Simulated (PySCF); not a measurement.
The PySCF input:
```python
from pyscf import gto, scf, cc

mol = gto.M(
    atom='''
N     0.000000    0.000000    0.000000
''',
    basis='def2-sv(p)',
    charge=1,
    spin=2,
    verbose=4,
)

mf = scf.UHF(mol)
mf.kernel()

mycc = cc.CCSD(mf)
mycc.kernel()
print('E(CCSD) = %.10f' % mycc.e_tot)
```

**Question.** Estimate the coupled-cluster correlation energy (without the perturbative part) that CCSD/def2-SV(P) run with PySCF returns for this input.

**Answer.** -0.0770 Eh

**Question.** Give the number of basis functions at the level CCSD/def2-SV(P).

**Answer.** 14

**Question.** What total energy does CCSD/def2-SV(P) give?

**Answer.** -53.8977 Eh

**Question.** Estimate the SCF-reference HOMO energy that CCSD/def2-SV(P) returns for this input.

**Answer.** -30.50 eV

**Question.** Predict the MP2 correlation energy from CCSD/def2-SV(P).

**Answer.** -0.0559 Eh

These values belong to the state on which the SCF converged, which isn't shown to be the lowest.
